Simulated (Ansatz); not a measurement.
Species: C4H12GeO2, SMILES `C[O][Ge]([CH3])([CH3])[O]C` (C–O–Ge–O torsion -55°, O–Ge–O–C torsion 169°) (charge 0, multiplicity 1).

**Question.** Give a relaxed geometry from B3LYP-D3(BJ)/def2-SVP run with Ansatz (an electronic-structure program).

**Answer.** This is not unique; one that fits is the end point of this relaxation, one of several conformers (outside a Z-matrix the atoms follow the SMILES, hydrogens last).
Cartesian coordinates (Å) in one orientation:
```xyz
19

C      2.662     0.019    -0.457
O      1.803    -0.222     0.634
Ge     0.035    -0.205     0.422
C     -0.718    -0.320     2.211
C     -0.533    -1.597    -0.833
O     -0.282     1.404    -0.313
C     -1.536     1.740    -0.845
H      2.447     0.984    -0.951
H      3.700     0.046    -0.085
H      2.602    -0.778    -1.225
H     -0.488    -1.299     2.657
H     -1.810    -0.191     2.181
H     -0.280     0.470     2.839
H     -0.200    -2.581    -0.471
H     -0.094    -1.417    -1.825
H     -1.629    -1.612    -0.932
H     -2.341     1.744    -0.080
H     -1.856     1.059    -1.659
H     -1.482     2.757    -1.268
```
